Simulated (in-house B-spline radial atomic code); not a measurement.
Relativistic effects in Rb V (Rb4+), [Ar] 3d10 4s2 4p3: non-relativistic Hartree-Fock (point nucleus) against Dirac-Hartree-Fock (Fermi nucleus of rms radius 4.2036 fm), both averages of the configuration, computed with a B-spline radial code for spherical atoms.

```csv
orbital,ε NR (Eh),ε Dirac (Eh),<r> NR (bohr),<r> Dirac (bohr),change of <r> (%)
1s1/2,-553.42,-564.11,0.04128,0.04028,-2.4
2s1/2,-76.983,-79.446,0.1817,0.177,-2.6
2p1/2,-69.841,-71.962,0.1569,0.1523,-2.9
2p3/2,-69.841,-69.709,0.1569,0.1563,-0.4
3s1/2,-14.035,-14.473,0.5175,0.5067,-2.1
3p1/2,-11.382,?,0.5206,?,?
3p3/2,-11.382,-11.37,0.5206,0.5191,-0.3
3d3/2,-6.6336,-6.5877,0.5187,0.518,-0.1
3d5/2,-6.6336,-6.5275,0.5187,0.5217,+0.6
4s1/2,-3.1144,-3.1737,1.399,1.376,-1.6
4p1/2,-2.4601,?,1.536,?,?
4p3/2,-2.4601,-2.4542,1.536,1.536,-0.1
```

Question: What happens to 3p1/2?

Answer: Its energy goes to -11.724 hartree and <r> to 0.5094 bohr (-2.16 %).

Question: What happens to 4p1/2?

Answer: Its energy goes to -2.4971 hartree and <r> to 1.513 bohr (-1.52 %).

Question: What explains the pattern of contraction and expansion?

Answer: Expansion is seen in 3d5/2. The s and p1/2 orbitals contract directly, screen the nucleus better, and so push out orbitals that have little density near the nucleus; spin-orbit coupling adds to this for j = l + 1/2 and opposes it for j = l - 1/2.

Question: By how much does the total energy change?

Answer: By -41.437 hartree, from -2933.885 to -2975.321.
